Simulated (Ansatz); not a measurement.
The cluster PdS₂⁺. Charge 1, multiplicity 2. Geometry B3LYP-D4/def2-TZVP, that of the neutral singlet; atoms count from 1.

Cartesian coordinates in Å:
```
Pd -0.1820 -0.4093 -1.3087
S 0.6219 1.0014 0.3312
S -0.4399 -0.5921 0.9775
```

In the def2 sets Pd takes a core potential; there is no spin–orbit coupling. The structure comes from a short search, and lower isomers may exist.

(1) Estimate the Mulliken populations from the PBE0/def2-TZVP orbitals of Ansatz.

(2) Where does the spin sit?

(3) And the Mayer bond orders between heavy atoms (over 0.3)?

Answers

(1) 
| atom | charge (e) | spin (α − β) | d electrons |
| --- | --- | --- | --- |
| Pd1 | 0.58 | -0.02 | 9.05 |
| S2 | 0.21 | 0.51 | – |
| S3 | 0.21 | 0.51 | – |
Mulliken values depend strongly on the basis.

(2) Summed by element: Pd -0.02, S 1.02, of 1 unpaired in all. Largest on single atoms: S3 0.51, S2 0.51, Pd1 -0.02.

(3) Pd1–S2 0.87 (2.31 Å); Pd1–S3 0.87 (2.31 Å); S2–S3 1.74 (2.02 Å).
